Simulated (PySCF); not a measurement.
C2H3O, charge +1, singlet, at a GFN2-xTB geometry; CCSD/def2-SV(P) run with PySCF.

PySCF was given this input:
```python
from pyscf import gto, scf, cc

mol = gto.Mole()
mol.atom = '''
    C    -0.01166182   -0.08945283   -1.26513497
    C    -0.00757544   -0.00008331   -0.00740794
    H     0.04865840    0.76815996   -1.92812251
    H    -0.05703832   -1.03326988   -1.79977604
    O     0.10024135    0.07934483    1.19620992
    H    -0.67812734    0.16756814    1.79347667
'''
mol.basis = 'def2-sv(p)'
mol.charge = 1
mol.verbose = 4
mol.build()

mf = scf.RHF(mol)
mf.kernel()

mycc = cc.CCSD(mf)
mycc.conv_tol = 1e-5
mycc.kernel()
print('E(CCSD) = %.10f' % mycc.e_tot)
mf.analyze()
```

What does PySCF print? Leave out banner, timings and long lists.


```
PySCF version 2.14.0

[INPUT] verbose = 4
[INPUT] num. atoms = 6
[INPUT] num. electrons = 22
[INPUT] charge = 1
[INPUT] spin (= nelec alpha-beta = 2S) = 0
[INPUT] symmetry False subgroup None
[INPUT] Mole.unit = angstrom
[INPUT] Symbol           X                Y                Z      unit          X                Y                Z       unit  Magmom
[INPUT]  1 C     -0.011661820000  -0.089452830000  -1.265134970000 AA   -0.022037645914  -0.169041349767  -2.390758603910 Bohr   0.0
[INPUT]  2 C     -0.007575440000  -0.000083310000  -0.007407940000 AA   -0.014315506873  -0.000157433083  -0.013998977747 Bohr   0.0
[INPUT]  3 H      0.048658400000   0.768159960000  -1.928122510000 AA    0.091951049660   1.451611944257  -3.643623478509 Bohr   0.0
[INPUT]  4 H     -0.057038320000  -1.033269880000  -1.799776040000 AA   -0.107786803405  -1.952597085962  -3.401083801154 Bohr   0.0
[INPUT]  5 O      0.100241350000   0.079344830000   1.196209920000 AA    0.189428697857   0.149939998100   2.260509136288 Bohr   0.0
[INPUT]  6 H     -0.678127340000   0.167568140000   1.793476670000 AA   -1.281474950180   0.316657891803   3.389179717097 Bohr   0.0

nuclear repulsion = 65.453798607188
number of shells = 24
number of NR pGTOs = 84
number of NR cGTOs = 48
basis = def2-sv(p)
ecp = {}

******** <class 'pyscf.scf.hf.RHF'> ********
method = RHF
initial guess = minao
damping factor = 0
level_shift factor = 0
DIIS = <class 'pyscf.scf.diis.CDIIS'>
diis_start_cycle = 1
diis_space = 8
diis_damp = 0
SCF conv_tol = 1e-09
SCF conv_tol_grad = None
SCF max_cycles = 50
direct_scf = True
direct_scf_tol = 1e-13
Set gradient conv threshold to 3.16228e-05
Initial guess from minao.
init E= -152.85525788925
  HOMO = -0.264311081816188  LUMO = 0.000395801695767695  gap/eV = 7.20304
cycle= 1 E= -151.758338132942  delta_E=  1.1  |g|= 0.549  |ddm|= 2.39
  HOMO = -0.737623698106018  LUMO = -0.255043360657849  gap/eV = 13.13168
cycle= 2 E= -151.834504279284  delta_E= -0.0762  |g|= 0.239  |ddm|= 0.727
  HOMO = -0.676897131409106  LUMO = -0.165207476425842  gap/eV = 13.92378
cycle= 3 E= -151.848713083983  delta_E= -0.0142  |g|= 0.0591  |ddm|= 0.254
  HOMO = -0.674264053977506  LUMO = -0.158934987823942  gap/eV = 14.02282
cycle= 4 E= -151.850497638304  delta_E= -0.00178  |g|= 0.0236  |ddm|= 0.0891
  HOMO = -0.678532655737234  LUMO = -0.159087754822362  gap/eV = 14.13482
cycle= 5 E= -151.850832599941  delta_E= -0.000335  |g|= 0.00933  |ddm|= 0.0339
  HOMO = -0.677798081176692  LUMO = -0.15659338039835  gap/eV = 14.18270
cycle= 6 E= -151.850922380978  delta_E= -8.98e-05  |g|= 0.00291  |ddm|= 0.0238
  HOMO = -0.677752360355091  LUMO = -0.156391530642268  gap/eV = 14.18695
cycle= 7 E= -151.850927037069  delta_E= -4.66e-06  |g|= 0.000987  |ddm|= 0.00517
  HOMO = -0.677840512027292  LUMO = -0.156276946137959  gap/eV = 14.19247
cycle= 8 E= -151.85092740857  delta_E= -3.72e-07  |g|= 0.000197  |ddm|= 0.00149
  HOMO = -0.677810447200803  LUMO = -0.156251997561963  gap/eV = 14.19233
cycle= 9 E= -151.850927425448  delta_E= -1.69e-08  |g|= 5.13e-05  |ddm|= 0.000295
  HOMO = -0.677811236077218  LUMO = -0.156253596015554  gap/eV = 14.19231
cycle= 10 E= -151.850927427111  delta_E= -1.66e-09  |g|= 1.51e-05  |ddm|= 9.15e-05
  HOMO = -0.677811360645152  LUMO = -0.156254129806316  gap/eV = 14.19230
cycle= 11 E= -151.850927427275  delta_E= -1.63e-10  |g|= 2.4e-06  |ddm|= 3.36e-05
  HOMO = -0.677811104076107  LUMO = -0.156253832083252  gap/eV = 14.19230
Extra cycle  E= -151.850927427278  delta_E= -3.52e-12  |g|= 1.12e-06  |ddm|= 3.48e-06
converged SCF energy = -151.850927427278

******** <class 'pyscf.cc.ccsd.CCSD'> ********
CC2 = 0
CCSD nocc = 11, nmo = 48
max_cycle = 50
direct = 0
conv_tol = 1e-05
conv_tol_normt = 1e-05
diis_space = 6
diis_start_cycle = 0
diis_start_energy_diff = 1e+09
Init t2, MP2 energy = -152.266707876106  E_corr(MP2) -0.415780448827793
Init E_corr(CCSD) = -0.415780448828387
cycle = 1  E_corr(CCSD) = -0.42307623350648  dE = -0.00729578468  norm(t1,t2) = 0.0663032
cycle = 2  E_corr(CCSD) = -0.436316335127272  dE = -0.0132401016  norm(t1,t2) = 0.0230021
cycle = 3  E_corr(CCSD) = -0.437117272111462  dE = -0.000800936984  norm(t1,t2) = 0.0130853
cycle = 4  E_corr(CCSD) = -0.440016559851088  dE = -0.00289928774  norm(t1,t2) = 0.00599583
cycle = 5  E_corr(CCSD) = -0.439967890932945  dE = 4.86689181e-05  norm(t1,t2) = 0.00109836
cycle = 6  E_corr(CCSD) = -0.439872499874635  dE = 9.53910583e-05  norm(t1,t2) = 0.000450425
cycle = 7  E_corr(CCSD) = -0.439867902684271  dE = 4.59719036e-06  norm(t1,t2) = 0.000101523
cycle = 8  E_corr(CCSD) = -0.439872958090565  dE = -5.05540629e-06  norm(t1,t2) = 2.89459e-05
cycle = 9  E_corr(CCSD) = -0.439872277047012  dE = 6.81043553e-07  norm(t1,t2) = 9.89389e-06
CCSD converged
E(CCSD) = -152.2907997043253  E_corr = -0.4398722770470123
E(CCSD) = -152.2907997043
**** SCF Summaries ****
Total Energy =                        -151.850927427278293
Nuclear Repulsion Energy =              65.453798607187977
One-electron Energy =                 -328.957525426348752
Two-electron Energy =                  111.652799391882482
Two-electron Coulomb Energy =          130.955949591496335
DFT Exchange-Correlation Energy =      -19.303150199613853
HOMO-LUMO gap [eV] =                    14.192296259735711
**** MO energy ****
MO #1   energy= -20.948176381042   occ= 2
MO #2   energy= -11.6668732354027  occ= 2
MO #3   energy= -11.5189773553312  occ= 2
MO #4   energy= -1.78029512274002  occ= 2
MO #5   energy= -1.3338005566147   occ= 2
MO #6   energy= -1.17642791320316  occ= 2
MO #7   energy= -0.983915234531876 occ= 2
MO #8   energy= -0.959738137643399 occ= 2
MO #9   energy= -0.940193238802993 occ= 2
MO #10  energy= -0.839754347883884 occ= 2
MO #11  energy= -0.677811104076107 occ= 2
MO #12  energy= -0.156253832083252 occ= 0
MO #13  energy= -0.0838942583448761 occ= 0
MO #14  energy= -0.0542885596637923 occ= 0
MO #15  energy= 0.012257809875762  occ= 0
MO #16  energy= 0.0747244088971546 occ= 0
MO #17  energy= 0.112665162598653  occ= 0
MO #18  energy= 0.229479958174617  occ= 0
MO #19  energy= 0.404635115891605  occ= 0
 ** Mulliken pop on meta-lowdin orthogonal AOs  **
 ** Mulliken pop  **
 ** Mulliken atomic charges  **
charge of    0C =     -0.16778
charge of    1C =      0.54297
charge of    2H =      0.21513
charge of    3H =      0.21513
charge of    4O =     -0.23320
charge of    5H =      0.42775

WARN: System has nonzero charge 1; the dipole moment is origin-dependent.
Location of origin: [0. 0. 0.]

Dipole moment(X, Y, Z, Debye): -1.77641,  0.08633, -0.25126
```
